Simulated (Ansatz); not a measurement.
C₃H₇O, doublet, at a GFN2-xTB geometry; RPA/cc-pVDZ (Ansatz, a program for electronic structure).

Ansatz was given this input:
Ansatz 0.2 input:
```yaml
crystal:
  periodic: [false, false, false]
  atoms:
    - {symbol: C, position_ang: [-1.15356123, -0.84973085, 0.00785013]}
    - {symbol: C, position_ang: [-0.05785675, 0.22017008, -0.20627690]}
    - {symbol: C, position_ang: [1.36217624, -0.39187989, -0.20907819]}
    - {symbol: O, position_ang: [-0.19452064, 1.31022188, 0.50949315]}
    - {symbol: H, position_ang: [-1.02558410, -1.27711883, 0.99968470]}
    - {symbol: H, position_ang: [-1.07643147, -1.63708847, -0.73613824]}
    - {symbol: H, position_ang: [-2.13807525, -0.39271548, -0.04245597]}
    - {symbol: H, position_ang: [-0.21126738, 0.56032600, -1.26745771]}
    - {symbol: H, position_ang: [1.55805862, -0.80690947, 0.77690101]}
    - {symbol: H, position_ang: [1.44317348, -1.17853365, -0.95340005]}
    - {symbol: H, position_ang: [2.10174160, 0.37890885, -0.40804911]}
basis:
  gaussian:
    orbitals: cc-pVDZ
magnetization: {spin_polarized: true, initial_magnetization: 1}
correlation: {method: rpa}
```

What does Ansatz print? Leave out banner, timings and long lists.


```
Functional definition: HF
822 factors; integrals over basis functions are off by at most 1.1e-3 eV
mean field evaluation 1: about -5233.1324 eV, gradient 2.5e1 eV
mean field evaluation 2: about -5233.2847 eV, gradient 2.5e1 eV
mean field evaluation 4: about -5237.8087 eV, gradient 4.7e0 eV
mean field evaluation 8: about -5238.3800 eV, gradient 4.0e-1 eV
mean field evaluation 16: about -5238.1427 eV, gradient 5.9e0 eV
mean field evaluation 32: about -5234.1494 eV, gradient 2.2e1 eV
mean field -5238.38327225 eV, -192.5070345516 hartree, gradient 2.4e-6 eV, S^2 0.760428; 5 other end points of the search recorded, 0 dependent functions left out
4 core orbitals not correlated
reference -5238.38327225 eV, -192.5070345516 hartree; 13, 12 occupied and 74, 75 virtual orbitals, 822 factors
Total energy: -5257.13767947 eV, -193.1962463048 hartree
```
